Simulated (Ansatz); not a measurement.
`C[NH][Al]([F])[Br]` + HBr → `[F][Al]([Br])[Br]` + CH₃NH₂ at 298.15 K and 1 bar (ligand exchange at the Al–N bond).

Program: Ansatz. Geometries: PBE0-D4/def2-TZVP. ΔE: electronic, gas phase. CCSD(T)/CBS is the MP2 limit (def2-TZVPP, def2-QZVPP) plus CCSD(T) − MP2 in def2-TZVPP, frozen cores. For Br outer-core shells are correlated without core-valence functions, which leaves a few kJ/mol of doubt a bond. Scalar relativity is left out up to krypton. One conformer a species, not always the lowest.

| species | CCSD(T)/CBS energy (Eh) | H − E (kJ/mol) | S (J/(mol·K)) |
| --- | --- | --- | --- |
| `C[NH][Al]([F])[Br]` | -3010.47210 | 175.1 | 364.0 |
| HBr | -2573.91920 | 24.6 | 198.6 |
| `[F][Al]([Br])[Br]` | -5488.66195 | 29.8 | 334.4 |
| CH₃NH₂ | -95.75281 | 180.0 | 240.4 |

H − E and S are ideal-gas, rigid-rotor, harmonic terms from PBE0-D4/def2-TZVP, for one conformer and one mirror image of each species. 1 Eh = 2625.50 kJ/mol, R = 8.31446 J/(mol·K).

Question: By hand: ΔE, ΔH, ΔS and ΔG.

Answer: ΔE = (-5488.66195) + (-95.75281) − (-3010.47210) − (-2573.91920) = -0.02346 Eh = -61.6 kJ/mol. Δ(H − E) = 29.8 + 180.0 − 175.1 − 24.6 = 10.1, so ΔH = -51.5 kJ/mol. ΔS = 334.4 + 240.4 − 364.0 − 198.6 = 12.2 J/(mol·K). ΔG = -51.5 − 298.15 × (12.2)/1000 = -55.1 kJ/mol.

Question: By hand: the equilibrium constant, and the temperature at which ΔG would vanish if ΔH and ΔS stayed fixed.

Answer: log₁₀ K = −ΔG/(RT ln 10) = 9.7. ΔH and −TΔS have one sign here, so there is no such temperature.

The number of gas molecules stays the same, so ΔS is small and ΔH decides. A doubt of 5 kJ/mol in ΔE shifts log₁₀ K by 0.9 here. Other conformers and mirror images would add mixing entropy, several J/(mol·K) or more a flexible species. These are equilibria of isolated gas molecules and say nothing of rates. Largest T1 diagnostic: 0.010 (customary marks: 0.02 for closed shells, 0.045 for open ones).

ΔS is within the doubt of such terms, so its sign, and with it that verdict, could turn.
